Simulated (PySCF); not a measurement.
## B: excitation energy

B [He] 2s2 2p1 (2P) → B [He] 2s2 3s1 (2S), as a difference of total energies. Computed with PySCF 2.14 in dyall-av3z, with the spin-free X2C one-electron Hamiltonian (Gaussian nucleus). Correlated levels: valence: 1s2 frozen; virtual orbitals above 40 to 60 times the deepest correlated orbital energy dropped. The calculations carry no spin-orbit coupling.

| method | excitation energy (eV) |
| --- | --- |
| UHF | 4.977 |
| LDA | 5.263 |
| PBE | 5.270 |
| PBE0 | 5.277 |
| r2SCAN | 5.511 |
| B97-3 | 5.346 |
| wB97M-V | 5.085 |
| r2SCANh | 5.495 |
| M06 | 5.185 |
| MP2 (valence) | 5.054 |
| SCS-MP2 (valence) | 5.036 |

Errors of the correlated levels include the incompleteness of this basis and the frozen core.

The promoted electron is Rydberg-like, and one or two diffuse shells describe it only roughly, which tends to raise the upper state.

Q: Which method comes closest to the reference value, and which is furthest?

A: The reference is 4.963 eV (measured; NIST levels, between the centres of gravity of the two terms). Closest: UHF (error 0.014 eV); furthest: r2SCAN (error 0.548 eV).
